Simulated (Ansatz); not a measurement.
Reaction (redistribution): `C[SiH](O)C=O` + `C#C[SiH2][GaH2]` → `C[SiH](O)[GaH2]` + `C#C[SiH2]C=O`

Gas-phase electronic energies from Ansatz, PBE0-D4/def2-TZVP geometries. CBS: MP2 limit from def2 TZ/QZ plus the TZ coupled-cluster correction, frozen cores. Functionals use def2-TZVPP. For Ga outer-core shells are correlated without core-valence functions, which leaves a few kJ/mol of doubt a bond. Scalar relativity is left out up to krypton. Each species was taken in one conformer, which may not be the lowest.

```tsv
level	ΔE (kJ/mol)	difference from CCSD(T)/CBS
revPBE-D4	27.6	-0.5
r2SCAN-D4	31.7	3.6
r2SCANh-D4	32.0	3.9
r2SCAN0-D4	32.4	4.3
r2SCAN	31.6	3.5
r2SCAN0	32.3	4.2
CCSD/def2-TZVPP	28.3	0.2
CCSD(T)/def2-TZVPP	28.7	0.6
HF/def2-QZVPP	26.6	-1.5
HF/CBS(def2)	26.6	-1.5
CCSD(T)/CBS	28.1	0
```

Largest T1 diagnostic among the species: 0.015.

From BLYP to BHLYP (50 % exact exchange), in def2-TZVPP and without D4, ΔE moves by +3.8 kJ/mol. Leaving LDA and LC-ωPBE aside and taking each functional with its dispersion term where it has one, the values, not all of them listed here, spread over 6.7 kJ/mol, from BLYP-D4 to r2SCAN0-D4. LDA lies +6.6 kJ/mol from PBE without D4.
